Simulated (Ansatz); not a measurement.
Start from `CBCBr` and change one atom or group to get `CNBCBr`.

Ansatz, PBE0-D4/def2-TZVP geometries, multiplicity 1. Each molecule was computed in one conformer, which needn't be the lowest. `CBCBr` holds a close contact that its SMILES doesn't draw: Br···B 2.47 Å.

Scalar relativity is left out up to krypton. Spin–orbit coupling is left out; it splits and shifts lone-pair levels of the heavy atoms by tenths of an eV.

```
                                          property  `CBCBr`
             HOMO–LUMO gap (B3LYP/def2-TZVPP) / eV     6.75
size of the dipole moment (ωB97M-V/def2-TZVPP) / D     1.41
               LUMO energy (B3LYP/def2-TZVPP) / eV    -1.24
                HOMO energy (PBE0/def2-TZVPP) / eV    -8.23
             HOMO energy (ωB97M-V/def2-TZVPP) / eV   -10.44
                LUMO energy (PBE0/def2-TZVPP) / eV    -0.99
```

What does the change do to each property? (Best estimate.)

Ansatz gave: 
```json
{"property": "HOMO–LUMO gap (B3LYP/def2-TZVPP) / eV", "`CNBCBr`": "6.40", "shift": "-0.35"}
{"property": "size of the dipole moment (ωB97M-V/def2-TZVPP) / D", "`CNBCBr`": "2.83", "shift": "1.42"}
{"property": "LUMO energy (B3LYP/def2-TZVPP) / eV", "`CNBCBr`": "-0.81", "shift": "0.43"}
{"property": "HOMO energy (PBE0/def2-TZVPP) / eV", "`CNBCBr`": "-7.46", "shift": "0.77"}
{"property": "HOMO energy (ωB97M-V/def2-TZVPP) / eV", "`CNBCBr`": "-9.70", "shift": "0.74"}
{"property": "LUMO energy (PBE0/def2-TZVPP) / eV", "`CNBCBr`": "-0.58", "shift": "0.41"}
```

With PBE0 the HOMO rises by 0.77 eV and the LUMO rises by 0.41 eV, so the gap narrows by about 0.36 eV. PBE moves the HOMO by 0.81 eV and ωB97M-V by 0.74 eV. Dipoles are sizes alone; their direction can turn.

B3LYP here is the variant with VWN-RPA as its local correlation; programs differ in this.
